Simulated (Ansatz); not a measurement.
Basis sets compared for ZrGe12⁺. The state is a doublet with charge 1. Geometry PBE-D4/def2-SVP. Ansatz on 2 threads of AMD EPYC 7R13 on a shared host and a share (18 GiB) of an NVIDIA H100 80GB HBM3; times are rough, and most runs start from earlier orbitals.

| atom | x (Å) | y (Å) | z (Å) |
| --- | --- | --- | --- |
| Zr1 | -0.322 | 0.261 | 0.799 |
| Ge2 | -1.527 | 2.479 | -0.501 |
| Ge3 | -2.470 | -1.407 | 1.789 |
| Ge4 | 0.591 | 3.149 | 1.272 |
| Ge5 | 0.536 | -1.480 | -1.466 |
| Ge6 | -1.206 | -3.060 | -0.336 |
| Ge7 | 2.290 | 1.236 | 1.048 |
| Ge8 | -0.113 | -2.377 | 1.872 |
| Ge9 | -0.774 | 0.627 | -2.144 |
| Ge10 | -2.484 | -0.820 | -0.724 |
| Ge11 | 0.999 | 2.514 | -1.155 |
| Ge12 | 2.065 | -1.506 | 0.964 |
| Ge13 | 2.417 | 0.385 | -1.417 |

In the def2 sets Zr takes a core potential; there is no spin–orbit coupling. Single mean-field runs in def2-SVP, def2-TZVP are fitted with def2-universal-jkfit. Another isomer (doublet) lies 0.11 eV lower at PBE0-D4/def2-TZVP; other spin states weren't run for this one.

| level | functions | energy (Eh) | HOMO (eV) | LUMO (eV) | wall time |
| --- | --- | --- | --- | --- | --- |
| PBE-D4/def2-SVP | 415 | -24964.4527 | -8.56 | -8.24 | 6 s |
| PBE0-D4/def2-SVP | 415 | -24964.9817 | -9.31 | -7.81 | 11 s |

(1) Estimate the rows for PBE-D4/def2-TZVP (with forces), PBE0-D4/def2-TZVP.

## Answers

(1) 
```tsv
level	functions	energy (Eh)	HOMO (eV)	LUMO (eV)	wall time
PBE-D4/def2-TZVP (with forces)	616	-24967.6071	-8.48	-8.15	12 s
PBE0-D4/def2-TZVP	616	-24968.1348	-9.20	-7.70	16 s
```
